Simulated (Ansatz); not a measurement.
Reaction (redistribution): `[TeH][SiH]1BC1` + `OC[SiH2]Br` → `Br[SiH]1BC1` + `OC[SiH2][TeH]`

Isolated molecules relaxed with PBE0-D4/def2-TZVP in Ansatz; ΔE leaves out vibrations. CCSD(T)/CBS is the MP2 limit (def2-TZVPP, def2-QZVPP) plus CCSD(T) − MP2 in def2-TZVPP, frozen cores. DFT in def2-TZVPP. B3LYP here is the variant with VWN-RPA as its local correlation; programs differ in this. Elements past krypton have def2 core potentials. For Br, Te outer-core shells are correlated without core-valence functions, which leaves a few kJ/mol of doubt a bond. Scalar relativity is left out up to krypton. One conformer a species, not always the lowest.

Question: Is it downhill or uphill in electronic energy at CCSD(T)/CBS, and by how much? (Best estimate.)

Answer: The calculation gave: Uphill: ΔE = +6.3 kJ/mol.

Question: What do these levels give: B3LYP-D4, ωB97M-V, HF/def2-TZVPP, SCS-MP2/def2-TZVPP, CCSD/def2-TZVPP, CCSD(T)/def2-TZVPP? (An estimate is asked.)

Answer: Ansatz gave: B3LYP-D4 3.4, ωB97M-V 4.6, HF/def2-TZVPP 6.4, SCS-MP2/def2-TZVPP 5.0, CCSD/def2-TZVPP 5.1, CCSD(T)/def2-TZVPP 5.1 kJ/mol.

Largest T1 diagnostic among the species: 0.013.
